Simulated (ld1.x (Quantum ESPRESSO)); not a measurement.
An all-electron radial function and its pseudo partner (Si (Z = 14))

Columns: radius, all-electron u(r) and pseudo u(r) of the 3p shell (level -4.08 eV) of silicon in the configuration [Ne] 3s2 3p2; PBE, scalar-relativistic, ultrasoft scheme, ld1.x (Quantum ESPRESSO) 7.5.

| r (bohr) | all-electron | pseudo |
| --- | --- | --- |
| 0.108 | 0.1121 | -0.0058 |
| 0.215 | 0.2252 | -0.0229 |
| 0.322 | 0.2588 | -0.0503 |
| 0.430 | 0.2268 | -0.0871 |
| 0.538 | 0.1551 | -0.1313 |
| 0.645 | 0.0649 | -0.1805 |
| 0.752 | -0.0314 | -0.2328 |
| 0.860 | -0.1267 | -0.2868 |
| 0.968 | -0.2156 | -0.3399 |
| 1.075 | -0.2951 | -0.3900 |
| 1.182 | -0.3651 | -0.4363 |
| 1.290 | -0.4262 | -0.4780 |
| 1.398 | -0.4782 | -0.5144 |
| 1.505 | -0.5209 | -0.5448 |
| 1.612 | -0.5552 | -0.5697 |
| 1.720 | -0.5819 | -0.5896 |
| 1.828 | -0.6013 | -0.6047 |
| 1.935 | -0.6143 | -0.6153 |
| 2.042 | -0.6216 | -0.6217 |
| 2.150 | -0.6240 | -0.6240 |
| 2.258 | -0.6222 | -0.6222 |
| 2.365 | -0.6168 | -0.6168 |
| 2.472 | -0.6085 | -0.6085 |
| 2.580 | -0.5976 | -0.5976 |
| 2.688 | -0.5846 | -0.5846 |
| 2.795 | -0.5702 | -0.5702 |

(1) How many radial nodes do the two functions have?

(2) At about which radius was the pseudo-wave matched?

(3) Where does each function peak?

(4) Is the pseudo-wave norm-conserving?

Results:

(1) The all-electron 3p function has n − l − 1 = 1; the pseudo-wave has 0, since the states of the same l below it are removed with the core.

(2) 2.15 bohr. The columns agree to 0.0005 from 2.04 bohr on; several derivatives are matched, so the curves merge somewhat inside the radius.

(3) Outermost all-electron maximum near 2.15 bohr, pseudo maximum near 2.15 bohr (to the table’s step).

(4) No, it belongs to an ultrasoft set: the norm inside the radius is not constrained, and the difference is carried by the augmentation charge.
